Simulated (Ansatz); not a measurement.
Cost and result for the atomization energy of C$_{6}$H$_{16}$FGeNO$_{2}$ (`CC[N](CC)[Ge]([F])([O]C)[O]C`) (27 atoms, 26 bonds).

| atom | x (Å) | y (Å) | z (Å) |
| --- | --- | --- | --- |
| C1 | 0.129 | -2.157 | 1.770 |
| C2 | 0.304 | -0.648 | 1.846 |
| N3 | 0.418 | 0.023 | 0.563 |
| C4 | 1.658 | -0.210 | -0.156 |
| C5 | 1.866 | 0.748 | -1.311 |
| Ge6 | -1.068 | 0.560 | -0.314 |
| F7 | -2.362 | 0.252 | 0.803 |
| O8 | -1.106 | 2.251 | -0.749 |
| C9 | -0.796 | 3.225 | 0.225 |
| O10 | -1.431 | -0.232 | -1.835 |
| C11 | -1.564 | -1.637 | -1.866 |
| H12 | -0.803 | -2.412 | 1.258 |
| H13 | 0.955 | -2.634 | 1.237 |
| H14 | 0.089 | -2.589 | 2.773 |
| H15 | -0.537 | -0.217 | 2.393 |
| H16 | 1.208 | -0.412 | 2.424 |
| H17 | 1.726 | -1.243 | -0.531 |
| H18 | 2.479 | -0.091 | 0.563 |
| H19 | 1.092 | 0.639 | -2.076 |
| H20 | 1.862 | 1.785 | -0.968 |
| H21 | 2.826 | 0.549 | -1.791 |
| H22 | 0.120 | 2.981 | 0.775 |
| H23 | -1.613 | 3.346 | 0.944 |
| H24 | -0.647 | 4.174 | -0.293 |
| H25 | -0.672 | -2.146 | -1.481 |
| H26 | -1.702 | -1.931 | -2.909 |
| H27 | -2.433 | -1.976 | -1.293 |

Total charge 0; spin multiplicity 1. Correlated methods include outer-core shells of Ge, which these sets cover unevenly. Scalar relativity is left out up to krypton. The structure was optimised at the PBE0-D4/def2-TZVP level. It is one conformer, not always the lowest. Program: Ansatz. All runs use 11 threads of an AMD EPYC 7R13 on a shared host and a whole NVIDIA H100 80 GB. Times are those of one run each, without the atoms' runs, and a repeat can differ threefold. Electronic energies, without spin–orbit coupling; frozen cores. CCSD(T)/CBS adds CCSD(T) − MP2 in def2-TZVPP to the MP2 limit, and its time is that of the two runs behind it. T1 = 0.011. With those shells the extrapolation isn't a true limit. B3LYP takes the VWN-RPA correlation (the form of Gaussian; ORCA's B3LYP/G).

CCSD(T)/CBS is a level of theory with its own doubt, some kJ/mol a heavy atom from the limit and from the frozen cores, so smaller differences don't rank the functionals.

| level | functions | wall time | atomization (kcal/mol) | difference from CCSD(T)/CBS | per bond |
| --- | --- | --- | --- | --- | --- |
| LDA (SPW92)/def2-TZVPP | 582 | 1.9 s | 2881.7 | 369.0 | 14.2 |
| r2SCANh-D4/def2-TZVPP | 582 | 2.2 s | 2496.7 | -16.0 | -0.6 |
| PBE-D4/def2-TZVPP (with forces) | 582 | 2.3 s | 2558.9 | 46.2 | 1.8 |
| B3LYP-D4/def2-TZVPP (with forces) | 582 | 2.5 s | 2506.5 | -6.2 | -0.2 |
| B97M-V/def2-TZVPP | 582 | 2.8 s | 2509.9 | -2.8 | -0.1 |
| ωB97X-V/def2-TZVPP | 582 | 2.8 s | 2517.1 | 4.4 | 0.2 |
| r2SCAN-D4/def2-TZVPP (with forces) | 582 | 3.4 s | 2512.0 | -0.7 | 0.0 |
| B2PLYP/def2-TZVPP | 582 | 3.4 s | 2481.2 | -31.5 | -1.2 |
| PBE-QIDH/def2-TZVPP | 582 | 3.4 s | 2496.0 | -16.7 | -0.6 |
| CCSD(T)/def2-SVP | 252 | 5 s | 2391.7 | -121.0 | -4.7 |
| MP2/def2-QZVPP | 1139 | 9 s | 2528.7 | 16.0 | 0.6 |
| CCSD(T)/def2-TZVPP | 582 | 79 s | 2454.6 | -58.1 | -2.2 |
| CCSD(T)/CBS(def2) | – | 88 s | 2512.7 | 0.0 | 0.0 |

The D4 term adds +27.3 kcal/mol with B3LYP and +15.1 kcal/mol with PBE0; it sums over pairs of atoms, weighted by their polarisabilities, and B3LYP, whose exchange is more repulsive, gets the larger term. From BLYP to BHLYP (50 % exact exchange), in def2-TZVPP and without D4, the atomization energy moves by −52.3 kcal/mol: exact exchange takes away binding that semilocal exchange gives to molecules. At CCSD(T), def2-SVP lies −121.0 kcal/mol from the extrapolated value and def2-TZVPP −58.1 kcal/mol: correlation converges slowly with the basis, and small sets miss more of it in the bonded molecule than in its fragments.
